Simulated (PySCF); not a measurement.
TlI, SMILES [I][Tl].

Geometry optimised at B3LYP-D3(BJ)/def2-TZVP. The def2 effective core potentials stand for the cores of I, Tl; spin–orbit coupling is left out.

Calculation: PBE/def2-TZVPD (PySCF).

Isolated molecule, no solvent.

Computed frontier levels, gap, dipole moment and polarisability:
The highest occupied level is -5.87 eV. The lowest empty level is -2.61 eV, the orbital gap is 3.26 eV and the dipole moment comes out as 4.44 D. The quadrupole, principal values (traceless, Buckingham form, about the centre of nuclear charge) comes out as -3.40, 1.70, 1.70 D·Å and the mean static polarisability comes out as 85.9 bohr³ (12.73 Å³). The polarisability, principal values is 64.3, 64.3, 129.1 bohr³.
